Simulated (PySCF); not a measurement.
# [ErF2]+ at several levels of theory

Computed with PySCF 2.14.0 (density fitting, no spin-orbit coupling) at the geometry relaxed with PBE0:

```xyz
3
[ErF2]+ (singlet in the valence; each metal's 4f electrons, 11 of them, lie in its core potential, out of spins and levels)
Er    0.0000    0.0000   -0.3179
F     1.5714    0.0000    0.7670
F    -1.5714    0.0000    0.7670
```

| level | basis | state | HOMO (eV) | gap (eV) | charge on Er1 (e) | population of f-type functions on Er1 (polarisation alone where 4f lies in the core) | dipole about the centre of mass (D) | largest force component (eV/Å) |
| --- | --- | --- | --- | --- | --- | --- | --- | --- |
| PBE0 | Er lcecp-1-SVP with ECP57, F def2-SVP | singlet | -16.31 | 7.92 | 1.65 | 0.08 | 6.23 | 0.01 |
| PBE0 | Er lcecp-1-TZVP with ECP57, F def2-TZVP | singlet | -16.32 | 8.03 | 1.85 | 0.09 | 6.27 | 0.25 |

In the lcecp rows the 4f levels are missing from HOMO and gap, and the state counts the valence alone.

Charges are Mulliken's, which hang on the basis. The relaxation used the grid (50, 194), these runs (75, 302) or, all-electron (x2c bases, spin-free X2C Hamiltonian), (99, 590).

Q: A further run in the first row's basis gives HOMO (eV) -14.79, gap (eV) 6.33, charge on Er1 (e) 1.62, population of f-type functions on Er1 (polarisation alone where 4f lies in the core) 0.07, dipole about the centre of mass (D) 6.09, largest force component (eV/Å) 0.30. Which level was it?
A. r2SCAN
B. B3LYP

A: A. The others give HOMO -15.98 eV (B3LYP).

In the first row's basis the gap widens with exact exchange: 6.3 eV for r2SCAN (none); 7.2 to 7.9 eV for B3LYP, PBE0 (a fixed share).

An lcecp potential fixes the number of 4f electrons, so in runs with it no electron can move into or out of that shell.
